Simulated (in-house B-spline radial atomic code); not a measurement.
Configurations of As⁶⁺, with energies counted from [Ar] 3d9. Level of theory: non-relativistic B97-1, spin-polarised, spherical fractional occupations, exact exchange averaged over the configuration, point nucleus; calculated with a radial B-spline atomic code at the basis-set limit. Shells without spins written out take the highest spin.

Occupations are held fixed; configurations that lie above the ionisation limit could autoionise.

```
       configuration  E - E(ref) (eV)  highest orbital  its <r> (bohr)
        [Ar] 3d8 4f1           108.28            4f up           2.427
[Ne] 3s2 3p5 3d9 4s1           146.96            4s up           1.505
[Ne] 3s2 3p5 3d9 4p1           161.18            4p up           1.629
[Ne] 3s2 3p5 3d9 4d1            183.3            4d up           1.944
```

Order these further configurations by energy, lowest first.
A. [Ar] 3d8 4p1
B. [Ne] 3s2 3p5 3d9 4f1
C. [Ar] 3d8 4s1
D. [Ar] 3d8 4d1
E. [Ne] 3s2 3p5 3d10

C (53.617 eV), A (67.82 eV), D (89.856 eV), E (93.629 eV), B (201.71 eV).
